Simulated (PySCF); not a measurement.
# S(3+) (sulfur, charge +3) across methods

[Ne] 3s2 3p1, 2P determinant. Computed with PySCF 2.14 in aug-cc-pwCVTZ (8s7p5d3f, 75 functions), with no relativity, point nucleus.

```tsv
method	E (hartree)	mean ε 3s α (eV)	mean ε 3s β (eV)	mean ε 3p α (eV)	Σ⟨r²⟩ (bohr²)	⟨S²⟩
UHF	-395.08045	-59.325	-55.826	-47.050	10.64	0.762
PBE0	-395.4591	-54.486	-52.670	-42.744	10.54	0.755
r2SCAN	-395.5594	-52.992	-51.358	-41.610	10.56	0.758
PBE	-395.4278	-52.570	-51.192	-41.077	10.53	0.753
MN15	-395.5122	-54.822	-53.155	-43.517	10.51	0.753
B3LYP	-395.6204	-54.118	-52.506	-42.390	10.54	0.754
BHandHLYP	-395.6236	-56.242	-54.072	-44.236	10.56	0.755
LDA	-394.2110	-52.628	-51.349	-40.910	10.53	0.751
M06-2X	-395.5963	-55.958	-54.250	-43.967	10.54	0.753
```
